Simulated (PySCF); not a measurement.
**Al 2p3/2 core levels and what the atom is bonded to**

Gas-phase molecules, one conformer each, relaxed by PBE0-D3(BJ)/def2-SVP with no frequency check. Core levels by delta-SCF with SCAN, pcX-2 on the ionised atom and pcseg-1 elsewhere, spin-free X2C (2p3/2 is the spin-free 2p value less a third of a first-order spin-orbit splitting); energies from the vacuum level.

| structure (SMILES) | Al bonded to | mean electronegativity of these (Pauling) | Al 2p3/2 (eV) |
| --- | --- | --- | --- |
| [AlH2-]1[PH2+][AlH2-][PH2+][AlH2-][PH2+]1 | 2 P + 2 H | 2.20 | 79.66 |
| [NH2][AlH-]1[AsH2+][AlH2-][AsH2+]1 | 2 As + 1 N + 1 H | 2.40 | 79.66 |
| N#[C][AlH-]1[NH2+][AlH2-][NH2+][AlH2-][NH2+]1 | 1 C + 2 N + 1 H | 2.71 | ? |
| CB1[O][Al-]([CH3])([CH3])[OH+]1 | 2 C + 2 O | 2.99 | 79.60 |
| [OH][Al-]([OH])([S][SiH3])[SH+][SiH3] | 2 O + 2 S | 3.01 | 80.07 |
| N#[C][Al-]1([OH])[OH+][Al-]([OH])([OH])[OH+]1 | 1 C + 3 O | 3.22 | 81.67 |
| [OH][Al-]1([OH])[OH+][Al-]([OH])([Br])[OH+]1 | 1 Br + 3 O | 3.32 | 81.47 |
| OB1[O][Al-]([OH])([OH])[OH+]1 | 4 O | 3.44 | 80.68 |
| [F][AlH-]1[F+][Al-]([F])([F])[F+]1 | 4 F | 3.98 | 83.67 |

Fit a straight line to the complete rows and predict the core level of Al in N#[C][AlH-]1[NH2+][AlH2-][NH2+][AlH2-][NH2+]1, bonded to 1 C + 2 N + 1 H.

E = 74.360 + 2.101·χ (8 points, rms 0.71 eV, correlation 0.844). At 2.71 this gives 80.05 eV; the calculation itself gave 80.77 eV, so the fit is off by 0.72.

For scale, for N#[C][AlH-]1[NH2+][AlH2-][NH2+][AlH2-][NH2+]1: hardware: 1 thread of AMD EPYC 9R45 96-Core (x86_64), shared host; wall time 51 s, peak memory 0.83 GiB, launched as `OMP_NUM_THREADS=1 python cluster_run.py task.json out`.
